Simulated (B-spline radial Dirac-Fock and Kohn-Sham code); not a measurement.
Core-level shifts of germanium with charge state

Calculated with a radial atomic solver, using Dirac-Fock energy differences between relaxed states, corrected for Breit and QED terms. Each ion is free and in its tabulated ground configuration. The model has no electron correlation.

Reference: Ge¹⁰⁺, [Ar] 3d4, with 1s 11394.9 eV, 2s 1711.8 eV, 2p1/2 1543.1 eV, 3s 437.6 eV. Shifts from it, in eV (a dash: the subshell is empty, belongs to an open shell averaged over j, or its hole state is left out as unreliable):

| ion | configuration | 1s | 2s | 2p1/2 | 3s |
| --- | --- | --- | --- | --- | --- |
| Ge¹¹⁺ | [Ar] 3d3 | +47.2 | +47.4 | +47.5 | +37.2 |
| Ge¹²⁺ | [Ar] 3d2 | +96.8 | +97.1 | +97.3 | +75.7 |
| Ge¹³⁺ | [Ar] 3d1 | +148.9 | +149.0 | +149.4 | +115.5 |
| Ge¹⁴⁺ | [Ne] 3s2 3p6 | +203.5 | +203.2 | +203.8 | +156.5 |
| Ge¹⁵⁺ | [Ne] 3s2 3p5 | +262.9 | +256.0 | +257.3 | +194.4 |
| Ge¹⁶⁺ | [Ne] 3s2 3p4 | +324.2 | +310.1 | +312.2 | +233.0 |
| Ge¹⁷⁺ | [Ne] 3s2 3p3 | +387.3 | +365.6 | – | +272.3 |
